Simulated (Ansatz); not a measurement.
`CN[SiH2]OC` and `CO[SiH2]C[SiH3]` differ in one atom or group.

Ansatz, PBE0-D4/def2-TZVP geometries, multiplicity 1. Each molecule was computed in one conformer, which needn't be the lowest.

```tsv
property	`CN[SiH2]OC`
HOMO energy (ωB97M-V/def2-TZVPP) / eV	-9.31
size of the dipole moment (ωB97M-V/def2-TZVPP) / D	1.93
HOMO energy (B3LYP/def2-TZVPP) / eV	-6.71
HOMO–LUMO gap (PBE0/def2-TZVPP) / eV	7.75
LUMO energy (B3LYP/def2-TZVPP) / eV	0.51
LUMO energy (ωB97M-V/def2-TZVPP) / eV	2.27
```

Task: What does the change do to each property? (Best estimate.)

Result: Ansatz gave: 
| property | `CO[SiH2]C[SiH3]` | shift |
| --- | --- | --- |
| HOMO energy (ωB97M-V/def2-TZVPP) / eV | -10.46 | -1.15 |
| size of the dipole moment (ωB97M-V/def2-TZVPP) / D | 0.96 | -0.97 |
| HOMO energy (B3LYP/def2-TZVPP) / eV | -7.87 | -1.16 |
| HOMO–LUMO gap (PBE0/def2-TZVPP) / eV | 8.45 | 0.70 |
| LUMO energy (B3LYP/def2-TZVPP) / eV | 0.16 | -0.35 |
| LUMO energy (ωB97M-V/def2-TZVPP) / eV | 2.02 | -0.25 |

With PBE0 the HOMO falls by 1.14 eV and the LUMO falls by 0.43 eV, so the gap widens by about 0.71 eV. PBE moves the HOMO by -1.01 eV and ωB97M-V by -1.15 eV. Dipoles are sizes alone; their direction can turn.

B3LYP here is the variant with VWN-RPA as its local correlation; programs differ in this.
